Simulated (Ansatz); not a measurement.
Basis-set series for `CO[SiH2]S`. Total charge 0; spin multiplicity 1. The structure was optimised at the PBE0-D4/def2-TZVP level. It is one conformer, not always the lowest.

```xyz
10

C    -0.640   -1.044   -1.147
O     0.305   -0.114   -0.666
Si    0.049    0.790    0.677
S     1.828    1.814    1.205
H    -0.167   -1.631   -1.935
H    -0.975   -1.726   -0.357
H    -1.516   -0.539   -1.568
H    -0.408   -0.106    1.773
H    -0.956    1.858    0.443
H     2.481    0.699    1.575
```

| functional | basis | functions | energy (Eh) | HOMO (eV) | LUMO (eV) |
| --- | --- | --- | --- | --- | --- |
| PBE0-D4 | def2-TZVPP | 230 | -804.36460 | -7.64 | 0.40 |
| PBE0-D4 | def2-QZVPP | 434 | -804.39384 | -7.67 | 0.12 |
| ωB97M-V | def2-TZVPP | 230 | -804.65673 | -9.85 | 2.14 |
| ωB97M-V | def2-QZVPP | 434 | -804.68446 | -9.89 | 1.56 |

(1) Give the rows for def2-SVP. (Estimate.)

Answers

(1) Ansatz gave: 
```csv
functional,basis,functions,energy (Eh),HOMO (eV),LUMO (eV)
PBE0-D4,def2-SVP,94,-803.98005,-7.50,0.94
ωB97M-V,def2-SVP,94,-804.26739,-9.68,2.86
```

Positive LUMOs are unbound and depend on the basis.
